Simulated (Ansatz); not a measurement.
A made-up structure of SiHIO, singlet:

```tsv
atom	x (Å)	y (Å)	z (Å)
O1	-1.6168	-0.3416	0.4250
Si2	-0.2432	0.0867	-0.0412
I3	1.8210	-0.9733	0.5555
H4	-2.3808	-0.1129	0.9772
```

It is relaxed with PBE-D4/def2-SVP and then PBE0-D4/def2-TZVP (Ansatz 0.2.0). Atoms count as bonded within 1.22 times the sum of their covalent radii (H–H: 0.88 Å). The end point is not checked to be a true minimum.

Task: Does its bonding change? (Judge from chemistry; the calculation decides.)

Result: By the calculation: No: no bond forms or breaks.

Where it ends: The first stage lowers the energy by 1.08 eV in 9 steps. It ends as SiHIO ([OH][Si][I]):
```
4
angstrom
O -1.4399 -0.4432 0.8228
Si -0.3299 0.2319 -0.1898
I 1.6891 -1.0160 0.5581
H -2.3390 -0.1137 0.7255
```

Labels in which every atom is bracketed show which atoms are joined, not bond orders.

For scale, one of the runs: PBE0-D4/def2-TZVP relaxation, 124 basis functions, launched by `ansatz run in.yaml --threads 2 --pin off --events-out ev --progress --plain --max-ram 4352MiB`. Hardware: 2 CPU threads of an Arm Neoverse V2, shared host. Wall time about 18 s.
